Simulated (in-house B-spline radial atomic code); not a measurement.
Sr. Computed with a B-spline radial atomic code. Model: non-relativistic spherical atom: semilocal Troullier-Martins pseudo-atom, one channel per l, against all electrons, high spin, G0W0 and RPA with empty states to l = 8, local potential for every l without a channel, a model core (radius 0 = none) keeps its share of the functional.

Without relativity these are model numbers for so heavy an element.

What the tables leave out is listed at the end.

The pseudopotential gives back the lowest level of each angular momentum of its own functional in the configuration it was made in; a second state of the same l is only approximately right. Exact exchange, RPA and GW see the smooth pseudo-orbitals and miss the exchange with the core, for which the functional's share stands in. The column with an uncorrelated core keeps all orbitals and exact exchange, and so separates missing core correlation from pseudisation. Only the three outermost levels and the lowest empty one were computed. RPA here is direct RPA, with no exchange kernel, and its energies carry an (l + 1/2)⁻⁴ tail. A hybrid on a potential with a model core restores only its own semilocal share of the core's exchange.

Command:
```bash
python run_psgw.py task.json out
```
Settings (lengths in bohr, energies in hartree):
```
Z                      38
electrons              38
configuration          [Kr] 5s2
generated_in           [Kr] 5s2
functional             lda,vwn
core_shells            5
radius_factor          0.9
core_correction        False
ion_configuration      [Kr] 5s1
```

Cost of the run: 82 s on 1 thread of Arm Neoverse N1 (shared host).

Given: made with LDA VWN5; model core radius 0 bohr; local radius 1.042 bohr; mean-field start LDA VWN5.

Valence shells of the generating configuration: 3d, 4s, 4p, 5s.

Channel: s 1.083, p 1.197, d 1.015 (radii in bohr).

Computed: largest level miss in the spin-unpolarised generating configuration 0.04 eV; valence RPA correlation energy all-electron orbitals -1.2418 hartree; valence RPA correlation energy pseudo -1.4466 hartree; all-electron RPA polarisability, core included 134.41 bohr³; pseudo-atom RPA polarisability 131.68 bohr³; ionisation by RPA all-electron 6.0499 eV; ionisation by RPA pseudo minus all 0.05 eV.

```csv
level,occupied,mean-field all-electron (eV),mean-field pseudo minus all (eV),G0W0 all-electron (eV),G0W0 uncorrelated core minus all (eV),G0W0 pseudo minus all (eV),exchange self-energy all-electron (eV),exchange self-energy pseudo (eV)
5s,1,-3.5863,-0.04,-5.6821,-0.003,-0.084,-6.9425,-6.8062
```

Q: What is the ionisation by mean-field all-electron?

A: 5.7786 eV.

Q: What is the ionisation by mean-field pseudo minus all?

A: 0.057 eV.

Given: mean-field start PBE0.

Computed: valence RPA correlation energy all-electron orbitals -1.1788 hartree; all-electron RPA polarisability, core included 121.82 bohr³; pseudo-atom RPA polarisability 119.91 bohr³; ionisation by mean-field pseudo minus all 0.046 eV; ionisation by RPA all-electron 5.8598 eV; ionisation by RPA pseudo minus all 0.053 eV.

```
     level  occupied  mean-field all-electron (eV)  mean-field pseudo minus all (eV)  G0W0 all-electron (eV)  G0W0 uncorrelated core minus all (eV)  G0W0 pseudo minus all (eV)  exchange self-energy all-electron (eV)  exchange self-energy pseudo (eV)
        5s         1                       -3.9936                            -0.038                 -5.7599                                 -0.002                      -0.074                                 -6.6724                           -6.5518
5p (empty)         0                       -0.9469                            -0.017                -0.20841                                 -0.001                      -0.016                                 -1.3862                           -1.3269
```

Q: What is the valence RPA correlation energy pseudo?

A: -1.3926 hartree.

Q: What is the ionisation by mean-field all-electron?

A: 5.5366 eV.

Given: mean-field start Hartree-Fock.

Computed: valence RPA correlation energy all-electron orbitals -1.0442 hartree; valence RPA correlation energy pseudo -1.2686 hartree; all-electron RPA polarisability, core included 101.19 bohr³; ionisation by mean-field all-electron 4.6728 eV; ionisation by RPA all-electron 5.5096 eV; ionisation by RPA pseudo minus all 0.05 eV.

| level | occupied | mean-field all-electron (eV) | mean-field pseudo minus all (eV) | G0W0 all-electron (eV) | G0W0 uncorrelated core minus all (eV) | G0W0 pseudo minus all (eV) | exchange self-energy all-electron (eV) | exchange self-energy pseudo (eV) |
| --- | --- | --- | --- | --- | --- | --- | --- | --- |
| 5s | 1 | -4.8561 | -0.041 | -5.7206 | -0.001 | -0.041 | -6.2552 | -6.1576 |
| 4p | 1 | -29.883 | -0.722 | -29.714 | -0.033 | -0.328 | -27.001 | -26.018 |

Q: What is the ionisation by mean-field pseudo minus all?

A: 0.041 eV.

Q: What is the pseudo-atom RPA polarisability?

A: 99.816 bohr³.

Among the listed levels the largest G0W0 shift of the pseudo-atom is -0.33 eV, for 4p on the Hartree-Fock start, while leaving the core uncorrelated moves that level by -0.03 eV. So pseudisation and the lost core exchange, not the missing core correlation, make the error. Not in the tables (levels of low weight, unsolved or above zero; the highest and the empty levels are kept at any weight): on LDA the G0W0 levels 4p (pseudo minus all -0.72 eV, weights 0.07 and 0.05), 4s (pseudo minus all -0.81 eV, weights 0.04 and 0.03); on PBE0 the G0W0 levels 4p (pseudo minus all -0.41 eV, weights 0.51 and 0.56), 4s (pseudo minus all -0.57 eV, weights 0.50 and 0.51); on Hartree-Fock the G0W0 levels 4s (pseudo minus all -0.46 eV, weights 0.06 and 0.42).
